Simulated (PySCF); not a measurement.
Dipole moment and polarisability of `C[C@@H](F)OCCC(F)(F)F`

C5H8F4O.
Cartesian coordinates in Å at the PBE0-D3(BJ)/def2-SVP level; atoms count from 1:
```
atom  x, y, z in Å
C1     2.644   -0.181    0.924
C2     1.514   -0.441   -0.030
F3     0.882   -1.621    0.329
O4     0.633    0.606    0.021
C5    -0.417    0.591   -0.913
C6    -1.629   -0.206   -0.456
C7    -2.271    0.323    0.801
F8    -1.506    0.165    1.879
F9    -2.550    1.631    0.694
F10   -3.427   -0.310    1.038
H11    3.342   -1.029    0.926
H12    3.181    0.732    0.635
H13    2.232   -0.048    1.934
H14    1.863   -0.603   -1.072
H15   -0.706    1.641   -1.070
H16   -0.065    0.188   -1.882
H17   -2.398   -0.172   -1.243
H18   -1.364   -1.257   -0.281
```

Level: PBE0/def2-SVPD (PySCF), static field, nuclei fixed, core orbitals frozen in the response. The polarisability tensor in these axes (au):

```
x   78.50 -2.09  1.96
y   -2.09 63.88 -0.98
z    1.96 -0.98 66.34
```

Task: Give the principal values, the mean and the anisotropy Δα = √{½[(α1 − α2)² + (α2 − α3)² + (α1 − α3)²]}.

Result: Principal values 63.40, 66.18 and 79.13 au; mean 69.57 au = 10.31 Å³ = 11.47 × 10⁻⁴⁰ C²·m²/J; Δα = 14.54 au (21 % of the mean).

Task: What is the dipole moment, and where does it point?

Result: (1.90, -0.03, -2.88) D, 3.45 D in size, pointing from the negative to the positive side. Measured along this direction, the outermost atoms are F10 at the negative end and H14 at the positive end.

Task: Form Σ f/ω² (atomic units) for the 10 lowest TDDFT singlets, given as eV and f, and set it beside the mean polarisability, which is this sum over all singlets: 8.09, 0.0327; 8.72, 0.0397; 8.88, 0.0376; 8.93, 0.0395; 9.06, 0.0303; 9.36, 0.0051; 9.48, 0.0066; 9.56, 0.0126; 9.64, 0.0193; 9.74, 0.0834.

Result: They add up to 2.75 au, 4.0 % of the 69.57 au; the largest single term is 0.65 au, from the state at 9.74 eV. Terms in order: 0.37, 0.39, 0.35, 0.37, 0.27, 0.04, 0.05, 0.10, 0.15, 0.65 au. Higher excitations give the rest. The strengths listed sum to 0.307.

Task: What would n − 1 = 2πNα be for an ideal gas of these molecules at 500 K and 1 atm, electronic part alone?

Result: N = p/kT = 1.4678 × 10¹⁹ cm⁻³, so n − 1 = 2π × N × 10.31 × 10⁻²⁴ cm³ = 951 × 10⁻⁶ at long wavelengths.

Task: Rayleigh depolarisation ratio (linearly polarised light, static tensor)?

Result: ρ = 3Δα²/(45ᾱ² + 4Δα²) = 634.3/(217799 + 845.7) = 0.0029.

Geometry: PBE0-D3(BJ)/def2-SVP, one conformer, isolated molecule.
